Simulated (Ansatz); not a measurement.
**Ligand exchange: CH5BO2 + C2H6Se → BH(OH)2 + C3H8Se**

Species: CH5BO2 `COBO`, singlet; C2H6Se `CC[SeH]`, singlet; BH(OH)2, singlet; C3H8Se `CC[Se]C`, singlet. The partners trade CH3 for H: O–CH3 and Se–H bonds give way to O–H and Se–CH3.

Shapes, held fixed at every level: PBE0-D4/def2-TZVP. Flexible molecules stand in one conformer, not always the lowest. Programs: Ansatz 0.2.0. The zero-point and thermal change to 298 K, harmonic and unscaled (PBE0-D4/def2-TZVP), is +4.5 kJ/mol.

Problem. Estimate ΔH(298 K) of this reaction.

Solution. The highest level, CCSD(T)/def2-TZVPP, gives ΔH(298 K) = -42.6 kJ/mol; the levels span -51.4 to -34.7. The column of differences is taken from that level and isn't an error. No measured value is set beside it here. Relativity is left out for Se. Outer-core shells of Se are correlated, in sets that cover them unevenly.

```
                level                    kind  ΔH(298 K) (kJ/mol)  less CCSD(T)/def2-TZVPP
     SPW92/def2-TZVPP                     LDA               -34.7                     +7.9
    PBE-D4/def2-TZVPP                     GGA               -41.1                     +1.5
 r2SCAN-D4/def2-TZVPP                meta-GGA               -41.2                     +1.4
   PBE0-D4/def2-TZVPP           global hybrid               -41.6                     +1.0
r2SCAN0-D4/def2-TZVPP           global hybrid               -41.6                     +1.0
   wB97M-V/def2-TZVPP  range-separated hybrid               -40.4                     +2.2
       MP2/def2-TZVPP     perturbation theory               -51.4                     -8.8
   CCSD(T)/def2-TZVPP   coupled cluster or CI               -42.6                      0.0
```
